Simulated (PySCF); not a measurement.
Bonds (- single, = double, # triple, : aromatic): B1-C2 1.543 Å, C2-C3 1.509 Å, C2=C4 1.359 Å, C4-C5 1.487 Å. B1 carries H6, H7; C3 carries H8, H9, H10; C4 carries H11; C5 carries H12, H13, H14. Stereochemistry as in B/C(C)=C\C.

Geometry: PBE0-D3(BJ)/def2-SVP; GIAO absolute shieldings from PySCF, gas phase, non-relativistic, averaged over equivalent atoms.

At BLYP/pcSseg-1 (130 basis functions, 12 s wall time on 1 thread of an Arm Neoverse V2, shared host):
```tsv
atoms	σ (ppm)
B1	25.7
C4	7.1
C2	21.9
C3	144.2
C5	152.9
H6/H7	24.46
H11	24.48
H12/H13/H14	29.07
H8/H9/H10	29.24
```

What do these become at WP04/pcSseg-1?

## Answers


| atoms | σ at WP04/pcSseg-1 | change |
| --- | --- | --- |
| B1 | 31.8 | +6.1 |
| C4 | 5.9 | -1.2 |
| C2 | 23.3 | +1.4 |
| C3 | 142.6 | -1.6 |
| C5 | 150.5 | -2.4 |
| H6/H7 | 25.56 | +1.10 |
| H11 | 25.06 | +0.58 |
| H12/H13/H14 | 29.40 | +0.33 |
| H8/H9/H10 | 29.58 | +0.34 |

The largest change is at B1 (boron bonded to C, 2 H). Cost: 130 basis functions, 8.2 s wall time on 1 thread of an Arm Neoverse V2, shared host. The order of the carbon signals is the same at both levels.

A carbon bonded to boron is broadened by the quadrupolar boron nucleus and is often missing from a measured spectrum.
